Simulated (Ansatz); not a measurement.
`N[CH2][GaH][SiH3]` + `[BH2][Zn][SiH3]` → `[BH2][GaH][SiH3]` + `N[CH2][Zn][SiH3]`  (redistribution)

Calculated with Ansatz (gas phase, PBE0-D4/def2-TZVP geometries, no zero-point term in ΔE). CBS: MP2 limit from def2 TZ/QZ plus the TZ coupled-cluster correction, frozen cores. DFT in def2-TZVPP. For Ga, Zn outer-core shells are correlated without core-valence functions, which leaves a few kJ/mol of doubt a bond. Scalar relativity is left out up to krypton. One conformer a species, not always the lowest.

```json
{"level": "PBE0-D4", "ΔE (kJ/mol)": "0.9"}
{"level": "CCSD/def2-TZVPP", "ΔE (kJ/mol)": "7.3"}
```

Q: What does CCSD(T)/CBS give? (Estimate.)

A: Computed: +5.6 kJ/mol. The listed levels differ from it by -4.7, 1.7 kJ/mol.

Largest T1 diagnostic among the species: 0.014.

In def2-TZVPP, CCSD(T) changes the Hartree–Fock value by −9.7 kJ/mol (the triples alone add −1.9 kJ/mol) and MP2 by −9.6 kJ/mol. The D4 term adds +3.3 kJ/mol with B3LYP and +1.9 kJ/mol with PBE0; it sums over pairs of atoms, weighted by their polarisabilities, and B3LYP, whose exchange is more repulsive, gets the larger term.

B3LYP here is the variant with VWN-RPA as its local correlation; programs differ in this.
